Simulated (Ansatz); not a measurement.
`[F][GeH2][S][GeH3]` + `C1=CC1` → `[F][GeH2][C]1=CC1` + `[SH][GeH3]` at 298.15 K and 1 bar (formal exchange of groups at a Ge–S bond).

Gas-phase electronic energies from Ansatz, PBE0-D4/def2-TZVP geometries. CCSD(T)/CBS adds triple-zeta CCSD(T) − MP2 to the extrapolated MP2 energy (def2 sets, frozen cores). This one scheme is used for every species. For Ge outer-core shells are correlated without core-valence functions, which leaves a few kJ/mol of doubt a bond. Scalar relativity is left out up to krypton. One conformer a species, not always the lowest.

| species | CCSD(T)/CBS energy (Eh) | H − E (kJ/mol) | S (J/(mol·K)) |
| --- | --- | --- | --- |
| `[F][GeH2][S][GeH3]` | -4652.86834 | 137.9 | 381.5 |
| `C1=CC1` | -116.45901 | 159.0 | 242.5 |
| `[F][GeH2][C]1=CC1` | -2293.00868 | 192.0 | 344.5 |
| `[SH][GeH3]` | -2476.30083 | 99.2 | 286.9 |

H − E and S are ideal-gas, rigid-rotor, harmonic terms from PBE0-D4/def2-TZVP, for one conformer and one mirror image of each species. 1 Eh = 2625.50 kJ/mol, R = 8.31446 J/(mol·K).

Task: By hand: ΔE, ΔH, ΔS and ΔG.

Result: ΔE = (-2293.00868) + (-2476.30083) − (-4652.86834) − (-116.45901) = 0.01784 Eh = 46.8 kJ/mol. Δ(H − E) = 192.0 + 99.2 − 137.9 − 159.0 = -5.7, so ΔH = 41.1 kJ/mol. ΔS = 344.5 + 286.9 − 381.5 − 242.5 = 7.4 J/(mol·K). ΔG = 41.1 − 298.15 × (7.4)/1000 = 38.9 kJ/mol.

Task: By hand: the equilibrium constant, and the temperature at which ΔG would vanish if ΔH and ΔS stayed fixed.

Result: log₁₀ K = −ΔG/(RT ln 10) = -6.8. ΔG = 0 at ΔH/ΔS = 5554 K, far beyond where these terms or the molecules hold.

The number of gas molecules stays the same, so ΔS is small and ΔH decides. A doubt of 5 kJ/mol in ΔE shifts log₁₀ K by 0.9 here. Other conformers and mirror images would add mixing entropy, several J/(mol·K) or more a flexible species. Modes under 60 cm⁻¹, often nearly free rotors, make the harmonic entropy too high. These are equilibria of isolated gas molecules and say nothing of rates. Largest T1 diagnostic: 0.012 (customary marks: 0.02 for closed shells, 0.045 for open ones).
